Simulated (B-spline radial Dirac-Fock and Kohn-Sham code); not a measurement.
Compton profile of La²²⁺

System: lanthanum as La²²⁺, configuration [Ar] 3d10 4s2 4p5.

The run's input, task.json:

```json
{"items": [{
  "Z": 57,
  "q": 22,
  "cfg": [[1, 0, 2], [2, 0, 2], [2, 1, 6], [3, 0, 2], [3, 1, 6], [3, 2, 10], [4, 0, 2], [4, 1, 5]],
  "A": 139,
  "rrms": 4.855,
  "do": ["scatter"],
  "s": [0.0, 0.05, 0.1, 0.15, 0.2, 0.25, 0.3, 0.35, 0.4, 0.45, 0.5, 0.6, 0.7, 0.8, 0.9, 1.0, 1.1, 1.2, 1.4, 1.6, 1.8, 2.0, 2.5, 3.0, 3.5, 4.0, 5.0, 6.0],
  "pz": [0, 0.1, 0.14, 0.2, 0.29, 0.41, 0.59, 0.84, 1.2, 1.7, 2.4, 3.5, 4.9, 7.0, 10.0, 14.0, 20.0, 29.0, 41.0, 59.0, 84.0],
  "hv_scatter": [1000, 8047.8, 10000, 30000, 50000, 100000, 200000, 500000]
}]}
```

Command: `python xray_run.py task.json out`

The computed values come from a radial finite-basis atomic code: the impulse approximation on Dirac-Fock densities. pz is in atomic units of momentum; subshell profiles are per electron, for a selection of subshells; open shells are spread over both j values by their weights.

```
 pz   J total   J 3p1/2   J 4s1/2   J 4p3/2
1.7     2.166    0.0661     0.106     0.125
2.4     1.899    0.0649    0.0576    0.0983
3.5     1.501    0.0603    0.0263    0.0486
4.9     1.176    0.0496    0.0237    0.0154
  7    0.8744    0.0292    0.0120    0.0109
 10    0.5278   0.00923   0.00250   0.00521
 14    0.2771   0.00260   0.00202  0.000890
 20    0.1274   0.00223  0.000548  0.000606
 29   0.04969   0.00110  7.19e-05  0.000287
 41   0.01861  0.000286  6.04e-05  6.52e-05
 59  0.005949  4.40e-05  2.67e-05  8.31e-06
 84  0.001674  5.74e-06  7.22e-06    < 1e-6
```

Question: What is the peak value J(0), and which subshell contributes most to it?

Answer: J(0) = 2.489. The 4p3/2 subshell gives the largest part, 19 %.

Mean momentum ⟨p⟩ by subshell (a.u.): 1s1/2 53.9, 2s1/2 19.2, 2p1/2 25.5, 2p3/2 23.9, 3s1/2 9.59, 3p1/2 11.4, 3p3/2 11.0, 3d3/2 13.1, 3d5/2 12.9, 4s1/2 5.38, 4p1/2 6.03, 4p3/2 5.87.
